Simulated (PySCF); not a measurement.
Geometry (Å), atoms numbered from 1 in this order:
```xyz
21

C    -2.1166   -1.3162    0.3876
C    -1.2201   -0.2436   -0.1954
C    -1.7882    1.1540   -0.0127
O     0.0390   -0.3739    0.4434
C     1.1488    0.1419   -0.2406
C     2.0466   -0.9835   -0.7162
C     1.8672    1.0835    0.7099
F     1.0947    2.1587    0.9760
F     3.0089    1.5339    0.1379
H    -3.1170   -1.2825   -0.0681
H    -2.2239   -1.1681    1.4731
H    -1.6842   -2.3135    0.2200
H    -1.0897   -0.4421   -1.2794
H    -2.7599    1.2495   -0.5208
H    -1.9289    1.3639    1.0586
H    -1.1117    1.9212   -0.4151
H     0.8367    0.7626   -1.1024
H     2.9283   -0.5957   -1.2449
H     1.4854   -1.6403   -1.3959
H     2.3813   -1.5902    0.1392
H     2.1170    0.5898    1.6658
```

Geometry: PBE0-D3(BJ)/def2-SVP; GIAO absolute shieldings from PySCF, gas phase, non-relativistic, averaged over equivalent atoms.

At wB97X-D/pcSseg-1 (213 basis functions, 91 s wall time on 1 thread of an Arm Neoverse N1, shared host):
```tsv
atoms	σ (ppm)
C7	63.9
C5	108.7
C2	111.1
C1	159.0
C3	161.1
C6	166.8
O4	263.6
F8	319.9
F9	327.0
H21	26.12
H13	28.24
H17	28.42
H10/H11/H12	30.21
H18/H19/H20	30.24
H14/H15/H16	30.28
```

Predict the values at PBE0/pcSseg-1 on the same geometry.

Answers


```csv
atoms,σ at PBE0/pcSseg-1,change
C7,63.7,-0.2
C5,108.5,-0.2
C2,110.4,-0.7
C1,159.1,+0.1
C3,161.4,+0.3
C6,167.3,+0.5
O4,258.6,-5.0
F8,315.7,-4.2
F9,323.0,-4.0
H21,26.00,-0.12
H13,28.05,-0.19
H17,28.28,-0.14
H10/H11/H12,30.10,-0.11
H18/H19/H20,30.15,-0.09
H14/H15/H16,30.18,-0.10
```

The largest change is at O4 (ether oxygen). Cost: 213 basis functions, 66 s wall time on 1 thread of an Arm Neoverse N1, shared host. The order of the carbon signals is the same at both levels.
